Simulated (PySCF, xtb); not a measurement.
SnHCl₂Br, SMILES [Cl][SnH]([Cl])[Br].

Harmonic wavenumbers (cm⁻¹) from GFN2-xTB run with xtb 6.7.1 at its own minimum, in rising order: 79, 87, 97, 216, 301, 322, 418, 435, 1266.

Problem. What does PBE0-D3(BJ)/def2-SVP run with PySCF give at its own minimum? (An estimate is asked for; the answer gives what the named calculation found.)

Solution. 89, 102, 121, 270, 383, 396, 553, 564, 1983. Paired by order, the mean absolute difference is 138 cm⁻¹ and the zero-point energies are 4.6 and 6.4 kcal/mol.
